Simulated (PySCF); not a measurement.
Stretching KB

Set-up: basis K x2c-SVPall, B x2c-SVPall; spin-free X2C with a Gaussian nucleus; PySCF 2.14. Energies in eV from K + B in their ground configurations at the same level. State: ³Π (triplet), unpaired electrons σ ↑, π ↑.

| R (Å) | PW91 | r²SCAN | UHF-SCS-MP2 | MN15 |
| --- | --- | --- | --- | --- |
| 2.472 | -0.784 | -0.769 | -0.0966 | -0.6191 |
| 2.587 | -0.943 | -0.947 | -0.2867 | -0.7802 |
| 2.702 | -1.031 | -1.048 | -0.3940 | -0.8708 |
| 2.788 | -1.063 | -1.085 | -0.4343 | -0.9050 |
| 2.874 | -1.073 | -1.099 | -0.4491 | -0.9180 |
| 2.960 | -1.067 | -1.094 | -0.4448 | -0.9150 |
| 3.075 | -1.041 | -1.068 | -0.4177 | -0.8933 |
| 3.219 | -0.990 | -1.014 | -0.3625 | -0.8473 |
| 3.391 | -0.915 | -0.933 | -0.2821 | -0.7761 |
| 3.621 | -0.806 | -0.816 | -0.1748 | -0.6700 |

Put a parabola through the three lowest points of the PW91 curve and estimate Re, k and ωe (reduced mass 8.584 u; 1 eV/Å² = 0.16022 mdyn/Å; ωe = 1302.8·√(k/μ) cm⁻¹).

Through R = 2.788, 2.874, 2.96 Å the second-order coefficient is 1.08 eV/Å², so Re ≈ 2.885 Å, k ≈ 0.347 mdyn/Å and ωe ≈ 262 cm⁻¹. A polynomial fit of higher order to the unrounded PW91 energies gives Re = 2.881 Å, k = 0.338 mdyn/Å, ωe = 258 cm⁻¹; anharmonicity and rounding make the difference.

The higher-order fit for each curve: PW91: Re = 2.881 Å, ωe = 258 cm⁻¹, De = 1.07 eV; r²SCAN: Re = 2.891 Å, ωe = 269 cm⁻¹, De = 1.10 eV; UHF-SCS-MP2: Re = 2.894 Å, ωe = 276 cm⁻¹, De = 0.450 eV; MN15: Re = 2.898 Å, ωe = 249 cm⁻¹, De = 0.92 eV.

Correlated steps freeze 6 core orbitals. Correlated levels converge slowly with the basis: in double zeta they bind strong bonds too weakly, by up to about 1 eV, and carry superposition errors of some tenths. The state is the lowest determinant that a PBE0 search found; another state may lie lower at other levels.
